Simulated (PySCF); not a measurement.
A GIAO shielding run with PySCF (density fitting, non-relativistic, gas phase) on SMILES C=Cc1nc(C#N)ns1, C5H3N3S:

```
$ OMP_NUM_THREADS=1 python probes_run.py task.json out

{"job": {"kind": "nmr", "xc": "PBE0", "basis": "pcSseg-1"}, "charge": 0, "multiplicity": 1}
C      2.610091    -0.457298     0.379481
C      1.585684     0.389200     0.402343
C      0.223603     0.001865     0.172029
N     -0.790977     0.808600     0.188224
C     -1.927690     0.131170    -0.064343
C     -3.177939     0.793171    -0.101476
N     -4.184773     1.336190    -0.130909
N     -1.842545    -1.166227    -0.274825
S     -0.305578    -1.648204    -0.172569
H      2.473399    -1.508876     0.182851
H      3.616685    -0.123496     0.557447
H      1.721240     1.443217     0.600439
```

Hardware: 1 thread of an Arm Neoverse V1, shared host. The job also computes population analyses, field gradients, ring-centre shieldings.

**Question.** How large is the calculation?

**Answer.** 70 electrons, 175 basis functions and 914 auxiliary functions.

**Question.** How long does it take, and how much memory does it need?

**Answer.** 25 s of wall time, with 15 SCF cycles and 5 response iterations; peak memory 0.77 GiB. Times on a shared host scatter by some tens of per cent.
